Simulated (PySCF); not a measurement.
C2H4Cl2Ge.

```xyz
9

Ge     0.1219    -0.3077    -0.3869
Cl     0.4363     1.8296    -0.4788
Cl     1.3111    -1.0949     1.2396
C     -1.7370    -0.6283    -0.0052
C     -2.6323     0.3591     0.1146
H      0.6818    -0.9161    -1.6741
H     -2.0405    -1.6754     0.1269
H     -3.6852     0.1515     0.3387
H     -2.3470     1.4110    -0.0024
```

Geometry: r2SCAN-D4/def2-SVP. The structure was generated by enumeration, and PubChem lists no compound with its InChIKey, so it may never have been made. The values are those of a single conformer.

Level of theory: PBE/pcSseg-1 run with PySCF. Non-relativistic, no solvent.

Computed absolute GIAO shielding of each atom: isotropic value and principal components (ppm):
```json
[
 {"atom": "Ge1", "σ(iso)": "1173.5", "σ11": "1038.5", "σ22": "1206.2", "σ33": "1275.8", "span": "237.3"},
 {"atom": "Cl2", "σ(iso)": "889.5", "σ11": "725.6", "σ22": "941.7", "σ33": "1001.3", "span": "275.7"},
 {"atom": "Cl3", "σ(iso)": "832.6", "σ11": "683.9", "σ22": "840.1", "σ33": "973.7", "span": "289.8"},
 {"atom": "C4", "σ(iso)": "38.1", "σ11": "-66.1", "σ22": "34.3", "σ33": "145.9", "span": "212.0"},
 {"atom": "C5", "σ(iso)": "35.7", "σ11": "-83.2", "σ22": "26.5", "σ33": "163.7", "span": "247.0"},
 {"atom": "H6", "σ(iso)": "24.6", "σ11": "17.6", "σ22": "19.6", "σ33": "36.5", "span": "18.9"},
 {"atom": "H7", "σ(iso)": "24.7", "σ11": "22.9", "σ22": "23.4", "σ33": "28.0", "span": "5.1"},
 {"atom": "H8", "σ(iso)": "24.6", "σ11": "22.0", "σ22": "23.9", "σ33": "27.8", "span": "5.8"},
 {"atom": "H9", "σ(iso)": "24.6", "σ11": "21.0", "σ22": "22.3", "σ33": "30.6", "span": "9.6"}
]
```
